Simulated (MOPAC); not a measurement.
Input file for MOPAC: PM3 on CH3I (SMILES CI), a point of a bond scan (R = 1.725 Å).

```
PM3 1SCF PRECISE CHARGE=0 THREADS=1
CH3I

C     -1.82691210 1    -0.03626331 1    -0.04107960 1
I     -0.10252849 1    -0.00203514 1    -0.00230544 1
H     -2.12027408 1    -0.84393433 1    -0.70159404 1
H     -2.17053472 1    -0.20812832 1     0.97235959 1
H     -2.16179137 1     0.92398171 1    -0.41585748 1
```

Program output:

```
*******************************************************************************
 **                                                                           **
 **                              MOPAC v23.2.5                                **
 **                                                                           **
 *******************************************************************************
 ** MOPAC's Digital Object Identifier: https://doi.org/10.5281/zenodo.6511958 **
 **                                                                           **
 ** Please cite the open-source release paper for use of this MOPAC version:  **
 ** J. E. Moussa and J. J. P. Stewart (2026)                                  **
 ** MOPAC: An open-source semiempirical molecular orbital program             **
 ** J. Open Source Softw., 11(119), 8025, https://doi.org/10.21105/joss.08025 **
 *******************************************************************************

                              PM3 CALCULATION RESULTS

 *******************************************************************************
 *  PM3        - The PM3 Hamiltonian to be used
 *
 *
 *
 *                 CHARGE ON SYSTEM = 0
 *
 *
 *
 *  PRECISE    - TIGHTER CRITERIA TO BE USED
 *  1SCF       - DO 1 SCF AND THEN STOP
 *  THREADS=1  - MULTI-THREADING NOT USED
 *  T=         - A TIME OF 172800.0 SECONDS REQUESTED
 *  DUMP=N     - RESTART FILE WRITTEN EVERY 7200.0 SECONDS REQUESTED
 *******************************************************************************
PM3 1SCF PRECISE CHARGE=0 THREADS=1
 CH3I

   ATOM   CHEMICAL          X               Y               Z
  NUMBER   SYMBOL      (ANGSTROMS)     (ANGSTROMS)     (ANGSTROMS)

     1       C         -1.82691210  *  -0.03626331  *  -0.04107960  *
     2       I         -0.10252849  *  -0.00203514  *  -0.00230544  *
     3       H         -2.12027408  *  -0.84393433  *  -0.70159404  *
     4       H         -2.17053472  *  -0.20812832  *   0.97235959  *
     5       H         -2.16179137  *   0.92398171  *  -0.41585748  *



          CARTESIAN COORDINATES

    NO.       ATOM           X           Y           Z

     1         C         -1.8269     -0.0363     -0.0411
     2         I         -0.1025     -0.0020     -0.0023
     3         H         -2.1203     -0.8439     -0.7016
     4         H         -2.1705     -0.2081      0.9724
     5         H         -2.1618      0.9240     -0.4159

  H: (PM3): J. J. P. STEWART, J. COMP. CHEM. 10, 209 (1989).
  C: (PM3): J. J. P. STEWART, J. COMP. CHEM. 10, 209 (1989).
  I: (PM3): J. J. P. STEWART, J. COMP. CHEM. 10, 209 (1989).

           Empirical Formula: C H3 I  =     5 atoms



      MOLECULAR POINT GROUP   :   C3v


      RHF CALCULATION, NO. OF DOUBLY OCCUPIED LEVELS = 7


 -------------------------------------------------------------------------------
 PM3 1SCF PRECISE CHARGE=0 THREADS=1
 CH3I



     1SCF WAS SPECIFIED, SO BFGS WAS NOT USED
     SCF FIELD WAS ACHIEVED


                              PM3 CALCULATION
                                                       MOPAC v23.2.5 Linux




          FINAL HEAT OF FORMATION =         56.41016 KCAL/MOL =     236.02013 KJ/MOL


          COSMO AREA              =         85.41 SQUARE ANGSTROMS
          COSMO VOLUME            =         70.60 CUBIC ANGSTROMS

          IONIZATION POTENTIAL    =          9.411777 EV
          HOMO LUMO ENERGIES (EV) =         -9.412  0.103
          NO. OF FILLED LEVELS    =          7
          MOLECULAR WEIGHT        =        141.9392         POINT GROUP:  C3v

          MOLECULAR DIMENSIONS (Angstroms)

            Atom       Atom       Distance
            H     5    I     2     2.29545
            H     4    H     3     1.79134
            H     4    I     2     1.38496


          SCF CALCULATIONS        =          1





   ATOM   CHEMICAL          X               Y               Z
  NUMBER   SYMBOL      (ANGSTROMS)     (ANGSTROMS)     (ANGSTROMS)

     1       C         -1.82691210  *  -0.03626331  *  -0.04107960  *
     2       I         -0.10252849  *  -0.00203514  *  -0.00230544  *
     3       H         -2.12027408  *  -0.84393433  *  -0.70159404  *
     4       H         -2.17053472  *  -0.20812832  *   0.97235959  *
     5       H         -2.16179137  *   0.92398171  *  -0.41585748  *

                             CARTESIAN COORDINATES

   1    C       -1.826912100    -0.036263310    -0.041079600
   2    I       -0.102528490    -0.002035140    -0.002305440
   3    H       -2.120274080    -0.843934330    -0.701594040
   4    H       -2.170534720    -0.208128320     0.972359590
   5    H       -2.161791370     0.923981710    -0.415857480


           Empirical Formula: C H3 I  =     5 atoms



      MOLECULAR POINT GROUP   :   C3v


                  EIGENVALUES
 -29.80034 -15.02395 -15.02395 -14.97925 -13.59323  -9.41178  -9.41178   0.10345
   3.74046   3.91004   3.91004


              NET ATOMIC CHARGES AND DIPOLE CONTRIBUTIONS

  ATOM NO.   TYPE          CHARGE      No. of ELECS.   s-Pop       p-Pop
    1          C          -0.225713        4.2257     1.16773     3.05799
    2          I           0.007971        6.9920     1.94630     5.04573
    3          H           0.072581        0.9274     0.92742
    4          H           0.072581        0.9274     0.92742
    5          H           0.072581        0.9274     0.92742
 DIPOLE           X         Y         Z       TOTAL
 POINT-CHG.    -0.273    -0.005    -0.006     0.273
 HYBRID        -0.236    -0.005    -0.005     0.236
 SUM           -0.508    -0.010    -0.011     0.509


          ATOMIC ORBITAL ELECTRON POPULATIONS

     Atom    s        px        py        pz
    1  C   1.16773   0.93997   1.05902   1.05900
    2  I   1.94630   1.06143   1.99220   1.99210
    3  H   0.92742
    4  H   0.92742
    5  H   0.92742

 **********************
 *                    *
 * JOB ENDED NORMALLY *
 *                    *
 **********************




 == MOPAC DONE ==
```

The run finished.

Cost: about 0.020 core-seconds (a rough figure).
